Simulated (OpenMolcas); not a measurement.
## Tm2+ in SrF2: curves along the breathing mode

Tm2+ with its 8 nearest fluoride ions, on the Sr site of SrF2 (a = 5.796 Å, distance in the model lattice 2.510 Å). The rest of the host is ab initio model potentials to 7.6 Å and point charges beyond; the distance is set by hand and nothing relaxes. Ligand basis ANO-RCC-VDZP.

- Program: OpenMolcas
- Method: CASSCF
- Basis: ANO-RCC-VDZP [7s6p4d2f1g]
- Scalar Hamiltonian: DKH2, point nucleus
- Active space: 13 electrons in 7 orbitals (4f)
- State averaging: 2S+1 = 2 odd, 7 roots
- Spin-orbit coupling: RASSI with atomic mean-field integrals over the reference wave functions

Spin-free energies (labels of O, the rotations of Oh) in cm-1 above the lowest fitted minimum, as all ligands move together:

```json
{"R (Å)": "2.32", "2A2": "1340", "2T2": "2060", "2T1": "2080"}
{"R (Å)": "2.375", "2A2": "-20", "2T2": "590", "2T1": "620"}
{"R (Å)": "2.429", "2A2": "1110", "2T2": "1640", "2T1": "1670"}
{"R (Å)": "2.484", "2A2": "4460", "2T2": "4910", "2T1": "4940"}
{"R (Å)": "2.539", "2A2": "9750", "2T2": "10130", "2T1": "10160"}
{"R (Å)": "2.593", "2A2": "16590", "2T2": "16920", "2T1": "16950"}
{"R (Å)": "2.648", "2A2": "25040", "2T2": "25330", "2T1": "25360"}
```

Cubic fits give the following; the wavenumber is harmonic, with the mass of all moving ligands, small differences in it between states hang on the degree of the fit, a number in brackets counts states of one label, and the table is a selection of at most 14 states with clean curves.

| State | R0 (Å) | Breathing mode (cm-1) | Minimum (cm-1) |
| --- | --- | --- | --- |
| 2A2 | 2.376 | 426 | 0 |
| 2T2 | 2.378 | 427 | 610 |
| 2T1 | 2.378 | 427 | 640 |

For an f ion spin-orbit coupling outweighs the ligand field, so these spin-free curves are not those of observable levels.

Without dynamic correlation the ligand-field splitting of an f shell can come out too small, at times by half. No measured value stands beside these numbers.
